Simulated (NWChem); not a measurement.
## Basis-set convergence for sulfur trioxide (O3S)

```xyz
4

O      0.0000     0.0000     1.4514
S      0.0000     0.0000     0.0000
O     -1.2569     0.0000    -0.7257
O      1.2569     0.0000    -0.7257
```
Charge 0, spin multiplicity 1.

The numbers come from NWChem runs, not from measurements. All single points use one geometry, from B3LYP/def2-SVP, a minimum by its harmonic frequencies.

Quantity: first vertical ionisation energy at the level G0W0@PBE0.

GW and range-separated runs recompute their integrals, the others keep them in memory, which bears on the times.

The cost column gives rough processor time relative to def2-SVP; each entry includes its own SCF.

| basis | functions | first vertical ionisation energy (eV) | relative cost |
|---|---|---|---|
| def2-SVP | 60 | 11.89 | 1 |
| def2-SVPD | 96 | 12.06 | under 3 |
| def2-TZVPP | 135 | 12.40 | 7 |
| def2-TZVPD | 166 | 12.41 | 10 |
| def2-QZVP | 241 | 12.64 | 50 |

Smallest basis within 0.2 eV of def2-QZVP, the largest set run: no smaller one. def2-QZVP isn't the basis-set limit itself, and a small set can land close by cancellation.
